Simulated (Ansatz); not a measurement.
Molecular dynamics of CH₈BNOSi

The input (input.yaml):

```yaml
crystal:
  periodic: [false, false, false]
  atoms:
    - { symbol: B, position_ang: [-1.223744, 2.680019, 1.35265] }
    - { symbol: "N", position_ang: [-1.419409, 1.048363, 0.848519] }
    - { symbol: Si, position_ang: [0.147812, 0.337716, 0.070738] }
    - { symbol: O, position_ang: [-0.028809, -1.332055, -0.453557] }
    - { symbol: C, position_ang: [1.048304, -2.100393, -1.085833] }
    - { symbol: H, position_ang: [-0.012546, 2.877896, 1.013241] }
    - { symbol: H, position_ang: [-2.232353, 1.072497, 0.214549] }
    - { symbol: H, position_ang: [-1.730958, 0.554114, 1.698263] }
    - { symbol: H, position_ang: [0.38264, 1.282042, -1.087045] }
    - { symbol: H, position_ang: [1.152184, 0.485121, 1.191837] }
    - { symbol: H, position_ang: [1.374555, -1.636803, -2.03596] }
    - { symbol: H, position_ang: [0.640957, -3.099489, -1.297637] }
    - { symbol: H, position_ang: [1.921867, -2.203628, -0.414769] }
basis:
  gaussian: { orbitals: "6-31G" }
hamiltonian:
  xc: pbe
  dispersion: d4
md:
  timestep: 0.5
  n_steps: 167
  ensemble: nve
  temperature: 300.0
  initial_velocities: maxwell_boltzmann
  seed: 11376
```

Launched with:

```bash
$ ansatz run input.yaml --threads 1 --pin off --max-ram 2048MiB --backend cpu --events-out ev --progress --plain --runs-dir out
```

It starts at the highest image of a converged band. Of that band: Beside the main top the profile has a ripple of under 15 meV (maxima at images 1, 4), which may be a very shallow well or noise. Neighbouring images differ by up to 4.5 eV, so the band resolves the path poorly. A vibrational analysis at the climbing image gives one clearly imaginary mode, 53i cm⁻¹: a first-order saddle point.

Output, in part (step lines, the closing report, with atoms numbered from 0):

```
md step     0: t =     0.00 fs  T =   300.0 K  F+E_penalty+E_count = -13241.74154518 eV  E_kin = 0.426558 eV  conserved = -13241.31498718 eV  (29 SCF iters)
[... lines left out ...]
Total energy: -13241.63106190 eV, -486.6209660250 hartree
Atom 0 at    -1.196000     2.789348     1.051285 Å, force    -1.044798    -0.369472    -0.152917 eV/Å
Atom 1 at    -1.527104     1.171327     0.792348 Å, force     0.691289    -0.191918     1.159655 eV/Å
Atom 2 at     0.133005     0.219262     0.299218 Å, force    -0.262819    -0.170268    -0.583899 eV/Å
Atom 3 at     0.237711    -1.458448    -0.263391 Å, force    -0.018226     0.961509     0.443236 eV/Å
Atom 4 at     0.914923    -1.936840    -1.463838 Å, force    -0.172958    -1.075046     0.528379 eV/Å
Atom 5 at     0.018885     2.861491     0.982728 Å, force     0.747794    -0.023163     0.045510 eV/Å
Atom 6 at    -2.293873     1.018723     0.140190 Å, force    -0.333838     0.165952    -0.283371 eV/Å
Atom 7 at    -1.861858     0.814261     1.731055 Å, force     0.193676     0.336707    -0.711987 eV/Å
Atom 8 at     0.570087     1.130608    -0.851515 Å, force     0.012123    -0.108105     0.238973 eV/Å
Atom 9 at     0.871421     0.331233     1.601805 Å, force     0.026909     0.140982     0.112127 eV/Å
Atom 10 at     1.123804    -1.208638    -2.271474 Å, force     0.037938     0.200986     0.313156 eV/Å
Atom 11 at     0.199452    -2.691814    -1.829898 Å, force     0.366892    -0.161191    -0.455321 eV/Å
Atom 12 at     1.839069    -2.447620    -1.088060 Å, force    -0.243982     0.293026    -0.653542 eV/Å
Dipole moment:    -0.000999    -0.564291    -0.254431 e Å
```

The steps, from the saved trajectory:

```json
{"time (fs)": "0.0", "T (K)": "300", "potential energy less start (eV)": "0.000", "conserved less start (meV/atom)": "0.00"}
{"time (fs)": "2.5", "T (K)": "213", "potential energy less start (eV)": "0.126", "conserved less start (meV/atom)": "0.10"}
{"time (fs)": "5.0", "T (K)": "169", "potential energy less start (eV)": "0.188", "conserved less start (meV/atom)": "0.07"}
{"time (fs)": "7.5", "T (K)": "154", "potential energy less start (eV)": "0.209", "conserved less start (meV/atom)": "0.09"}
{"time (fs)": "10.0", "T (K)": "167", "potential energy less start (eV)": "0.189", "conserved less start (meV/atom)": "0.07"}
{"time (fs)": "12.5", "T (K)": "181", "potential energy less start (eV)": "0.170", "conserved less start (meV/atom)": "0.09"}
{"time (fs)": "15.0", "T (K)": "226", "potential energy less start (eV)": "0.105", "conserved less start (meV/atom)": "0.04"}
{"time (fs)": "17.5", "T (K)": "191", "potential energy less start (eV)": "0.156", "conserved less start (meV/atom)": "0.07"}
{"time (fs)": "20.0", "T (K)": "145", "potential energy less start (eV)": "0.222", "conserved less start (meV/atom)": "0.10"}
{"time (fs)": "22.5", "T (K)": "170", "potential energy less start (eV)": "0.185", "conserved less start (meV/atom)": "0.06"}
{"time (fs)": "25.0", "T (K)": "168", "potential energy less start (eV)": "0.189", "conserved less start (meV/atom)": "0.06"}
{"time (fs)": "27.5", "T (K)": "151", "potential energy less start (eV)": "0.213", "conserved less start (meV/atom)": "0.09"}
{"time (fs)": "30.0", "T (K)": "187", "potential energy less start (eV)": "0.161", "conserved less start (meV/atom)": "0.07"}
{"time (fs)": "32.5", "T (K)": "197", "potential energy less start (eV)": "0.146", "conserved less start (meV/atom)": "0.04"}
{"time (fs)": "35.0", "T (K)": "123", "potential energy less start (eV)": "0.253", "conserved less start (meV/atom)": "0.10"}
{"time (fs)": "37.5", "T (K)": "120", "potential energy less start (eV)": "0.257", "conserved less start (meV/atom)": "0.07"}
{"time (fs)": "40.0", "T (K)": "137", "potential energy less start (eV)": "0.232", "conserved less start (meV/atom)": "0.07"}
{"time (fs)": "42.5", "T (K)": "153", "potential energy less start (eV)": "0.209", "conserved less start (meV/atom)": "0.08"}
{"time (fs)": "45.0", "T (K)": "190", "potential energy less start (eV)": "0.157", "conserved less start (meV/atom)": "0.07"}
{"time (fs)": "47.5", "T (K)": "203", "potential energy less start (eV)": "0.138", "conserved less start (meV/atom)": "0.04"}
{"time (fs)": "50.0", "T (K)": "134", "potential energy less start (eV)": "0.238", "conserved less start (meV/atom)": "0.10"}
{"time (fs)": "52.5", "T (K)": "132", "potential energy less start (eV)": "0.240", "conserved less start (meV/atom)": "0.08"}
{"time (fs)": "55.0", "T (K)": "186", "potential energy less start (eV)": "0.163", "conserved less start (meV/atom)": "0.05"}
{"time (fs)": "57.5", "T (K)": "193", "potential energy less start (eV)": "0.152", "conserved less start (meV/atom)": "0.07"}
{"time (fs)": "60.0", "T (K)": "205", "potential energy less start (eV)": "0.136", "conserved less start (meV/atom)": "0.08"}
{"time (fs)": "62.5", "T (K)": "210", "potential energy less start (eV)": "0.128", "conserved less start (meV/atom)": "0.04"}
{"time (fs)": "65.0", "T (K)": "156", "potential energy less start (eV)": "0.206", "conserved less start (meV/atom)": "0.10"}
{"time (fs)": "67.5", "T (K)": "182", "potential energy less start (eV)": "0.168", "conserved less start (meV/atom)": "0.07"}
{"time (fs)": "70.0", "T (K)": "231", "potential energy less start (eV)": "0.098", "conserved less start (meV/atom)": "0.06"}
{"time (fs)": "72.5", "T (K)": "229", "potential energy less start (eV)": "0.102", "conserved less start (meV/atom)": "0.07"}
{"time (fs)": "75.0", "T (K)": "221", "potential energy less start (eV)": "0.113", "conserved less start (meV/atom)": "0.10"}
{"time (fs)": "77.5", "T (K)": "251", "potential energy less start (eV)": "0.070", "conserved less start (meV/atom)": "0.03"}
{"time (fs)": "80.0", "T (K)": "203", "potential energy less start (eV)": "0.139", "conserved less start (meV/atom)": "0.10"}
{"time (fs)": "82.5", "T (K)": "211", "potential energy less start (eV)": "0.127", "conserved less start (meV/atom)": "0.07"}
```

All steps were run. The conserved energy stayed within 0.13 meV per atom of its start (net change 0.062 meV per atom), so the integration is sound. A run of 0.084 ps of so small a system gives no equilibrium averages. The orbitals stay closed-shell, which can raise the energy where a bond breaks towards radicals; this wasn't checked here. Limits of this set-up: no polarisation functions.

The step under study would form N2–H7 and break B1–H7. These pairs go: N2–H7 1.03 → 1.02 Å, B1–H7 2.21 → 2.27 Å. In the last frame they stand as after the step (other bonds may differ from the relaxed reactants and products). It ends as one piece, CH8BNOSi. Pairs count as bonded within 1.25 times the sum of covalent radii (0.12 Å more for H–H).

Last frame:

```xyz
13
Properties=species:S:1:pos:R:3
B -1.196 2.789 1.051
N -1.527 1.171 0.792
Si 0.133 0.219 0.299
O 0.238 -1.458 -0.263
C 0.915 -1.937 -1.464
H 0.019 2.861 0.983
H -2.294 1.019 0.140
H -1.862 0.814 1.731
H 0.570 1.131 -0.852
H 0.871 0.331 1.602
H 1.124 -1.209 -2.272
H 0.200 -2.692 -1.830
H 1.839 -2.448 -1.088
```

Time of the run: 5.5 min on 1 thread of Intel(R) Xeon(R) 6975P-C (Granite Rapids) (shared host), peak memory 0.13 GiB.
